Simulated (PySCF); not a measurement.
Job file and geometry (Å, from PBE0-D3(BJ)/def2-SVP) of an NMR shielding run on `NC[C@@H]1CCN([SiH3])C1`, C5H14N2Si, GIAO HF/pcSseg-1 NMR shielding, non-relativistic, gas phase (PySCF 2.14.0, density-fitted response routines); density fitting, a coarse starting grid and PySCF grid level 2 are the driver's defaults:

```
$ OMP_NUM_THREADS=1 python probes_run.py task.json out

{"job": {"kind": "nmr", "xc": "HF", "basis": "pcSseg-1", "pop": false}, "charge": 0, "multiplicity": 1}
N     -2.909228     1.030389    -0.371230
C     -2.102534     0.228155     0.524126
C     -0.976316    -0.474657    -0.217401
C     -0.205732    -1.468613     0.662605
C      1.225257    -1.380372     0.149047
N      1.360128     0.024650    -0.173495
Si     2.855172     0.889990    -0.254382
C      0.112762     0.490585    -0.751949
H     -2.352275     1.782158    -0.773475
H     -3.667535     1.481437     0.135062
H     -2.752752    -0.539076     0.978942
H     -1.649373     0.790916     1.372213
H     -1.432135    -1.002962    -1.070246
H     -0.622633    -2.485556     0.614876
H     -0.234044    -1.138583     1.714400
H      1.975549    -1.688194     0.895182
H      1.356998    -2.037107    -0.737588
H      2.558408     2.341713    -0.048722
H      3.747665     0.371048     0.826891
H      3.604697     0.771124    -1.552584
H     -0.075582     1.538544    -0.452721
H      0.122720     0.474367    -1.860086
```

**Question.** What does the program print?

**Answer.** 
```
final grid: 165160 points
cycle   1  E = -595.1494813993  dE =  1.559e+00  |g| = 5.238e-01  |ddm| = 4.039e+00
cycle   2  E = -595.2395632470  dE = -9.008e-02  |g| = 1.668e-01  |ddm| = 6.021e-01
cycle   3  E = -595.2472449239  dE = -7.682e-03  |g| = 6.607e-02  |ddm| = 2.012e-01
cycle   4  E = -595.2485218073  dE = -1.277e-03  |g| = 1.085e-02  |ddm| = 8.210e-02
cycle   5  E = -595.2485594590  dE = -3.765e-05  |g| = 2.666e-03  |ddm| = 1.678e-02
cycle   6  E = -595.2485628605  dE = -3.402e-06  |g| = 8.288e-04  |ddm| = 5.495e-03
cycle   7  E = -595.2485632768  dE = -4.163e-07  |g| = 2.759e-04  |ddm| = 1.928e-03
cycle   8  E = -595.2485633376  dE = -6.082e-08  |g| = 8.013e-05  |ddm| = 8.122e-04
cycle   9  E = -595.2485633428  dE = -5.173e-09  |g| = 2.609e-05  |ddm| = 2.504e-04
cycle  10  E = -595.2485633431  dE = -3.638e-10  |g| = 8.427e-06  |ddm| = 5.897e-05
converged SCF energy = -595.2485633431

GIAO shielding tensors (ppm)
atom      isotropic    diamagn.    paramagn.     s11        s22        s33       span
  0 N      239.064     313.721     -74.658    204.641    244.621    267.929     63.288
  1 C      144.540     242.317     -97.777    129.089    141.755    162.776     33.687
  2 C      153.266     247.316     -94.049    130.838    153.911    175.050     44.212
  3 C      159.497     244.855     -85.358    136.519    167.575    174.396     37.877
  4 C      145.253     240.747     -95.494    118.114    143.258    174.388     56.273
  5 N      252.865     331.992     -79.127    196.595    272.217    289.783     93.189
  6 Si     444.932     875.623    -430.691    410.427    412.051    512.318    101.892
  7 C      143.538     241.781     -98.243    120.025    138.540    172.049     52.023
  8 H       31.489      31.746      -0.257     23.111     31.871     39.485     16.374
  9 H       31.123      28.523       2.600     23.112     27.102     43.154     20.043
 10 H       29.239      30.145      -0.906     23.460     29.776     34.481     11.022
 11 H       29.593      31.470      -1.876     24.622     30.527     33.631      9.010
 12 H       29.808      32.132      -2.324     26.523     27.136     35.763      9.240
 13 H       30.181      30.474      -0.293     25.246     27.470     37.827     12.581
 14 H       30.799      31.226      -0.427     25.671     29.794     36.931     11.260
 15 H       28.966      30.072      -1.106     23.694     27.383     35.822     12.128
 16 H       29.338      29.714      -0.377     23.759     27.310     36.945     13.186
 17 H       27.553      29.373      -1.819     23.752     26.111     32.798      9.046
 18 H       27.512      29.075      -1.563     23.783     25.828     32.926      9.143
 19 H       27.557      28.335      -0.779     23.915     25.160     33.595      9.680
 20 H       29.427      32.695      -3.267     23.418     29.825     35.039     11.622
 21 H       29.110      31.578      -2.468     23.246     28.591     35.493     12.247
```

**Question.** Turn these shieldings into chemical shifts. δ = σ(ref) − σ, references computed at the same level: NH3 for ¹⁵N (265.72 ppm); ¹³C (190.85 ppm) and ²⁹Si (393.43 ppm) and ¹H (31.69 ppm) vs TMS.

**Answer.** Averaging equivalent atoms: N 0: 26.7; N 5: 12.9; C 7: 47.3; C 1: 46.3; C 4: 45.6; C 2: 37.6; C 3: 31.4; Si 6: -51.5; H 17/18/19: 4.15; H 15: 2.72; H 21: 2.58; H 10: 2.45; H 16: 2.35; H 20: 2.26; H 11: 2.09; H 12: 1.88; H 13: 1.50; H 14: 0.89; H 8/9: 0.38 ppm. Experimental scales use liquid or dissolved standards, which lie at an offset from isolated NH3 (liquid NH3: subtract about 20 ppm).

Size and cost of the density-fitted run: 213 basis functions, 37 s wall time on 1 thread of an Arm Neoverse N1, shared host; peak memory 1.1 GiB.
